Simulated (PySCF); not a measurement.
Dipole response of S (sulfur, neutral)

[Ne] 3s2 3p4, high-spin 3P determinant. Computed with PySCF 2.14 in def2-QZVPPD, with no relativity, point nucleus. Coupled (time-dependent) response in atomic units; α is the mean over directions.

```tsv
method	mean α (bohr³)	α xx, yy, zz	C₆ (like pair)	S(−4)
UHF	19.12	17.95, 21.44, 17.95	129.9	103.1
PBE	21.04	19.52, 24.09, 19.52	145.2	140.3
PBE0	20.11	18.76, 22.80, 18.76	137.6	121.5
CAM-B3LYP	20.18	18.84, 22.85, 18.84	137.9	123.5
BLYP	21.45	19.84, 24.66, 19.84	148.2	149.7
```

S(−4) is the Cauchy moment in α(ω) = α(0) + S(−4) ω² + …

Reference α: 19.4 ± 0.1 bohr³ (recommended; Schwerdtfeger and Nagle, table of static dipole polarizabilities (2023 update)). Published C₆: 134.0 (Chu and Dalgarno (2004); Tang, Norbeck and Certain (1976)).

α(iu) at PBE0:

```tsv
u (hartree)	α(iu) (bohr³)
0	20.11
0.0500	19.81
0.100	18.98
0.200	16.41
0.300	13.60
0.500	9.098
0.750	5.726
1.00	3.843
1.50	2.039
2.00	1.263
3.00	0.6364
5.00	0.2736
```

A single London oscillator, α(iu) = α/(1 + u²/ω²), gives C₆ = (3/4) ω α². Matching the computed C₆ needs ω = 4 × 137.6 / (3 × 20.11²) = 0.454 hartree.

The components differ because the open shell of this determinant is not spherical; for a pure term their mean is the scalar polarisability.
